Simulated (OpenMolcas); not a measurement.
# Nb4+: moving the ligands

Nb4+ with 6 ligands (water) in octahedral coordination (Th) at 2.04 Å. Ligand basis ANO-RCC-VDZP.
```
Nb    0.0000    0.0000    0.0000
O     2.0400    0.0000    0.0000
H     2.6170    0.7797    0.0000
H     2.6170   -0.7797    0.0000
O     0.0000    2.0400    0.0000
H     0.0000    2.6170    0.7797
H     0.0000    2.6170   -0.7797
O    -2.0400    0.0000    0.0000
H    -2.6170    0.7797    0.0000
H    -2.6170   -0.7797    0.0000
O     0.0000   -2.0400    0.0000
H     0.0000   -2.6170    0.7797
H     0.0000   -2.6170   -0.7797
O     0.0000    0.0000    2.0400
H     0.7797    0.0000    2.6170
H    -0.7797    0.0000    2.6170
O     0.0000    0.0000   -2.0400
H     0.7797    0.0000   -2.6170
H    -0.7797    0.0000   -2.6170
```

| Item | Value |
| --- | --- |
| Program | OpenMolcas 26.06 |
| Method | CASSCF |
| Basis | ANO-RCC-VTZP [7s6p4d2f1g] |
| Scalar Hamiltonian | DKH2, point nucleus |
| Active space | 1 electron in 5 orbitals (4d) |
| State averaging | 2S+1 = 2 even, 5 roots |
| Spin-orbit coupling | state interaction with AMFI integrals over the reference wave functions |

Runs around this geometry, states (labels of O, taken over from Oh, the nearest higher group). Energies in cm-1 above the lowest state or level, χT in cm3 K/mol; under a threefold ground state the first gap can be a small split of the lowest multiplet, not the spin-orbit step; 10Dq is the gap between the two states.

| R (Å) | Ground state | First state of that spin | 10Dq | First gap with spin-orbit (degeneracies) | χT at 300 K |
| --- | --- | --- | --- | --- | --- |
| 2 | 2T2 | 2E 37245 | 37245 | 918.7 (4, 2) | 0.159 |
| 2.04 | 2T2 | 2E 33892 | 33892 | 927.9 (4, 2) | 0.159 |
| 2.15 | 2T2 | 2E 26193 | 26193 | 952.1 (4, 2) | 0.156 |

Taking |10Dq| as R^-n, n = -ln(26193 / 37245) / ln(2.15 / 2) = 4.9 between the shortest and longest distance. The point-charge formula for a cubic d site gives n = 5.

An orbital triplet at a regular site is open to Jahn-Teller coupling, which can distort the site and quench the lowest spin-orbit gaps and is left out. With metal d orbitals alone the field can be off either way by tens of per cent. Ligand-to-metal charge-transfer states are missing. The least metal-like active orbital is 76 % on the metal (Löwdin) and no ligand orbital is active, so the numbers are rough (holds for R = 2). The least metal-like active orbital is 77 % on the metal (Löwdin) and no ligand orbital is active, so the numbers are rough (holds for R = 2.04). The least metal-like active orbital is 80 % on the metal (Löwdin) and no ligand orbital is active, so the numbers are rough (holds for R = 2.15). No measured value stands beside these numbers; the geometry is a model, was not optimised and need not be the one that this ion takes.
